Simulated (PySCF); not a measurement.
NMR data simulated for an unnamed compound:

¹H NMR (600 MHz, computed): δ 5.80 (m, 1H), 5.65 (m, 1H), 5.49 (m, 1H), 5.38 (m, 1H), 4.81 (m, 1H), 4.75 (m, 1H), 2.75 (m, 1H), 2.16 (m, 1H), 1.60 (m, 1H), 1.30 (d, 3H).

¹³C{¹H} NMR (computed): δ 177.8 (C), 150.7 (CH), 130.3 (CH), 122.6 (CH2), 52.0 (CH), 20.1 (CH2), 19.1 (CH3).

Fast rotation and ring inversion assumed for equivalent nuclei, no solvent, one computed conformer, non-relativistic Hamiltonian. GFN2-xTB structure; GIAO PBE0/pcSseg-1 shieldings; PySCF.

References, each an isolated molecule treated in the same way: TMS for ¹H (σref 31.72), ¹³C (σref 186.93).

Question: Which of these does the molecule contain: a Si–H bond, a ketone, a carboxylic acid, a non-aromatic C=C double bond, an amide, a vinyl group CH=CH2?

Answer: 
- A Si–H bond: yes (δH 4.81 (m), 4.75 (m)).
- A ketone: no.
- A carboxylic acid: no.
- A non-aromatic C=C double bond: yes.
- An amide: no.
- A vinyl group CH=CH2: yes (δC 122.6, 150.7; δH 5.38 (m), 5.49 (m), 5.65 (m)).

The data belong to `C(=C)[C@H](C)C1=C[SiH2]C1`, C7H12Si; they needn't prove each group on their own.

Carbon signals by region: 1 in the far downfield region (above 160 ppm), 3 in the sp2 and nitrile region (100–160 ppm), 1 at 50–100 ppm, 2 below 50 ppm. Above 160 ppm: 177.8, fully substituted alkene carbon.

Shifts are as computed. Against solution values, carbons near 30 ppm lie about +3 ppm off and those near 130 ppm about +5 ppm. Of 1211 compounds with measured shifts, 218 miss one by over three times the rms of a fit or turn the order of signals round; such compounds aren't used in these exercises. Multiplicities follow the n + 1 count of equivalent neighbours, as no J values were calculated; m marks all less simple cases, F and P coupling included.
